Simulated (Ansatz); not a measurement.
Reactions of `CB(O)O`.

Gas-phase electronic energies from Ansatz, PBE0-D4/def2-TZVP geometries. CCSD(T)/CBS is the MP2 limit (def2-TZVPP, def2-QZVPP) plus CCSD(T) − MP2 in def2-TZVPP, frozen cores. Small cases extrapolate CCSD(T) itself. DFT in def2-TZVPP. Open shells (•) are unrestricted, without spin–orbit coupling. Spin–orbit coupling would lower the free atoms: a little for B, C, O. For Ge, Se outer-core shells are correlated without core-valence functions, so the limit isn't a true one: a few kJ/mol of doubt a bond, and 10 to 20 or more in all where bonds break to atoms. Scalar relativity is left out up to krypton. One conformer a species, not always the lowest.

```csv
reaction,B2PLYP (kJ/mol),PBE0-D4 (kJ/mol),HF/CBS(def2) (kJ/mol),CCSD(T)/CBS(def2) (kJ/mol)
`CB(O)O` + `C[SeH]` → `C[Se]B(O)O` + CH₄,-64,-67,-56,-67
`CB(O)O` + CH₃OH → `COB(C)O` + H₂O,-11,-13,-8,-17
`CB(O)O` + H–F → `CB(O)F` + H₂O,-34,-31,-41,-31
`CB(O)O` + CH₃OH → `OCB(O)O` + CH₄,-24,-25,-20,-25
`CB(O)O` + H₂ → `CBO` + H₂O,102,100,95,99
`CB(O)O` + `[CH3][GeH2][SH]` → `C[S][GeH2][CH3]` + `OBO`,49,49,52,48
`CB(O)O` + `OCF` → `CB(O)OCF` + H₂O,-2,-4,-1,-9
`CB(O)O` + `CC(O)F` → `CC(C)(O)F` + `OBO`,16,17,16,13
`CB(O)O` + H₂O → `OB(O)O` + CH₄,-140,-133,-154,-133
`CB(O)O` → B• + C• + 5 H• + 2 O•,3695,3719,2767,3719
```

Largest T1 diagnostic: 0.014, for B•.

Extrapolated directly: `CB(O)O` + H₂O → `OB(O)O` + CH₄; `CB(O)O` → B• + C• + 5 H• + 2 O•.
